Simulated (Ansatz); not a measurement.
The pair A = HCl (SMILES Cl) (first 2 atoms), B = C2H4 (SMILES C=C); geometry from B3LYP-D3(BJ)/def2-TZVP.
(charge 0, multiplicity 1):
```xyz
8

Cl    -0.44736     0.01662     0.25717
H     -0.30983     0.03204     1.54329
C      0.37281     0.56378     3.79070
C     -0.48591    -0.44246     3.90082
H      1.43656     0.39415     3.67609
H      0.04587     1.59627     3.81485
H     -1.54920    -0.27269     4.01946
H     -0.15854    -1.47487     3.88065
```

Correlated levels freeze the cores. MP2 and its Hartree–Fock in aug-cc-pV(Q+d)Z, aug-cc-pV(T+d)Z are density fitted.

Codes used: Ansatz (an electronic-structure program) with Gaussian orbitals. Each number belongs to the level named beside it.

The counterpoise-corrected interaction energy is E(AB) − E(A in the pair's basis) − E(B in the pair's basis). Total energies (hartree):

```tsv
level	AB	A in the pair's basis	B in the pair's basis
HF/aug-cc-pV(T+d)Z	-538.1740704	-460.1082496	-78.0648936
MP2/aug-cc-pV(T+d)Z	-538.7272219	-460.3168728	-78.4049118
HF/aug-cc-pV(Q+d)Z	-538.1819547	-460.1115446	-78.0695108
MP2/aug-cc-pV(Q+d)Z	-538.7705105	-460.3371388	-78.4276953
CCSD(T)/aug-cc-pV(T+d)Z	-538.7944508	-460.3459837	-78.4440542
```

Problem. Work out the counterpoise-corrected interaction energy at the basis-set limit: extrapolate the MP2 correlation part as X⁻³, take Hartree–Fock from the larger set, and add the CCSD(T) − MP2 difference of aug-cc-pV(T+d)Z.

Solution. 
1. Differences (1 hartree = 627.509 kcal/mol): HF/aug-cc-pV(T+d)Z -0.582; MP2/aug-cc-pV(T+d)Z -3.412; HF/aug-cc-pV(Q+d)Z -0.564; MP2/aug-cc-pV(Q+d)Z -3.562; CCSD(T)/aug-cc-pV(T+d)Z -2.769.
2. Correlation parts, MP2 less HF: -2.830 in aug-cc-pV(T+d)Z (X = 3), -2.998 in aug-cc-pV(Q+d)Z (X = 4).
3. Limit (4³·(-2.998) − 3³·(-2.830))/(4³ − 3³) = -3.120; with HF/aug-cc-pV(Q+d)Z it gives -3.684.
4. CCSD(T) less MP2 in aug-cc-pV(T+d)Z: 0.643.
Result: -3.04 kcal/mol, against -3.41 at MP2/aug-cc-pV(T+d)Z. It is an estimate of this method's limit, not of the exact value.
